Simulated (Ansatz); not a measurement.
System: C₅H₁₁S, net charge 0, doublet state. It need not be the lowest isomer of its formula. 
Geometry from a B3LYP-D3(BJ)/def2-TZVP (Ansatz, an electronic-structure program) optimisation:
SMILES: [CH2]CCCSC
```xyz
17

C     -3.2330     1.0625     0.1558
C     -2.2711     0.0475    -0.3406
C     -0.8496     0.2211     0.2453
C      0.1153    -0.8325    -0.2856
S      1.8016    -0.7382     0.3886
C      2.3896     0.7851    -0.3986
H     -3.3264     2.0242    -0.3306
H     -3.7478     0.9246     1.0970
H     -2.2004     0.0963    -1.4321
H     -2.6215    -0.9594    -0.0906
H     -0.4860     1.2214     0.0003
H     -0.8903     0.1598     1.3346
H      0.1737    -0.7930    -1.3765
H     -0.2330    -1.8328    -0.0195
H      3.4385     0.8940    -0.1263
H      1.8455     1.6605    -0.0473
H      2.3142     0.7135    -1.4843
```
Charge 0, spin multiplicity 2.

Parts of the frozen-core correlation energy in STO-3G (Ansatz, hartree). Frozen orbitals: 10; correlated occupied orbitals by spin: 19 and 18; virtual: 16 and 17. UHF or UKS for open shells. Spin-orbit coupling is left out. No relativistic terms.

```tsv
term	value
reference (HF)	-586.57613
MP2 opposite-spin	?
MP2 same-spin	?
CCSD correlation	?
(T)	-0.00235
T1 diagnostic	0.005
largest doubles amplitude	0.049
<S^2> of the reference	0.766
```

**Question.** What belongs in the gaps?

**Answer.** 
- MP2 opposite-spin, value: -0.23855
- MP2 same-spin, value: -0.02834
- CCSD correlation, value: -0.35681
